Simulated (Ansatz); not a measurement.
Frontier orbitals of H₄S₄Zr, SMILES `[SH][Zr]([SH])([SH])[SH]`.

Z-matrix (Å, degrees):
```
Zr
S 1 2.422
S 1 2.422 2 110.4
S 1 2.422 2 109.0 3 -119.7
S 1 2.422 2 109.0 3 119.7
H 2 1.351 1 88.5 3 46.9
H 3 1.351 1 88.5 2 46.6
H 4 1.351 1 88.5 2 -166.5
H 5 1.351 1 88.5 2 73.1
```

Charge 0, multiplicity 1. Correlated methods include outer-core shells of Zr, which these sets cover unevenly. Zr: def2 effective core potential. The structure was optimised at the PBE0-D4/def2-TZVP level. It is one conformer, not always the lowest. Basis def2-TZVPP, the Gaussian-basis code of Ansatz.

**Question.** Compute the vertical ionisation energy as the energy of the cation minus that of the neutral molecule, at each level. (An estimate is asked.)

**Answer.** Computed: 
```tsv
level	IE (eV)	difference from CCSD(T)/def2-TZVPP
PBE-D4/def2-TZVPP	9.03	-0.82
r2SCAN-D4/def2-TZVPP	9.25	-0.60
PBE0-D4/def2-TZVPP	9.51	-0.34
B3LYP-D4/def2-TZVPP	9.42	-0.43
ωB97X-V/def2-TZVPP	10.02	0.17
ωB97M-V/def2-TZVPP	9.95	0.10
B2PLYP/def2-TZVPP	9.62	-0.24
HF/def2-TZVPP	9.07	-0.79
MP2/def2-TZVPP	10.06	0.21
CCSD/def2-TZVPP	9.89	0.04
CCSD(T)/def2-TZVPP	9.85	0.00
HF/def2-QZVPP	9.05	-0.80
MP2/def2-QZVPP	10.16	0.31
```

B3LYP here is the variant with VWN-RPA as its local correlation; programs differ in this.
